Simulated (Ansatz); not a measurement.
Relaxation of B2ClFH5NSn (11 atoms, charge 0, multiplicity 1), to a largest force component of 0.015 eV/Å in at most 40 steps.

The calculation used RKS B3LYP-D4/def2-SVP in Ansatz.

```xyz
11
Properties=species:S:1:pos:R:3
F -1.538 -0.405 2.133
B -1.151 0.908 1.588
Cl -1.073 2.378 2.693
N -0.676 1.038 0.118
B 0.575 0.289 -0.079
Sn 0.699 -1.399 -1.464
H -0.539 2.037 -0.080
H 1.580 0.667 0.512
H -0.406 -2.618 -0.954
H 0.257 -0.841 -3.091
H 2.348 -1.995 -1.498
```

**Question.** Where does it end, and by what steps?

**Answer.** The run converged. After 23 steps the energy has fallen by 2.189 eV; F1 moved furthest, 1.51 Å.

```tsv
step	energy less start (eV)	largest force component (eV/Å)	accepted
0	0.0000	4.115	yes
1	-0.8322	2.144	yes
2	-1.1383	0.793	yes
3	-1.3592	1.025	yes
4	-1.5741	0.991	yes
5	-1.7691	0.557	yes
6	-1.9357	0.533	yes
7	-2.0497	0.492	yes
8	-2.0943	0.817	yes
9	-2.1314	0.448	yes
10	-2.1416	0.322	yes
11	-2.1468	0.147	yes
12	-2.1529	0.067	yes
13	-2.1578	0.172	yes
14	-2.1610	0.169	yes
15	-2.1680	0.109	yes
16	-2.1755	0.158	yes
17	-2.1793	0.166	yes
18	-2.1850	0.270	yes
19	-2.1883	0.074	yes
20	-2.1888	0.026	yes
21	-2.1890	0.021	yes
22	-2.1889	0.028	no
23	-2.1892	0.012	yes
```

```xyz
11
Properties=species:S:1:pos:R:3
F -1.787 -0.315 0.647
B -1.272 0.814 1.106
Cl -2.250 1.800 2.197
N 0.041 1.225 0.732
B 0.973 0.577 -0.120
Sn 0.571 -1.406 -1.159
H 0.338 2.111 1.140
H 2.033 1.132 -0.285
H 0.261 -2.684 -0.045
H -0.774 -1.322 -2.233
H 1.941 -1.873 -2.099
```

Whether the end is a true minimum wasn't checked by a vibrational analysis.

The run took 120 s on 2 threads of Arm Neoverse V2, with other jobs on the host, peak memory 0.34 GiB.
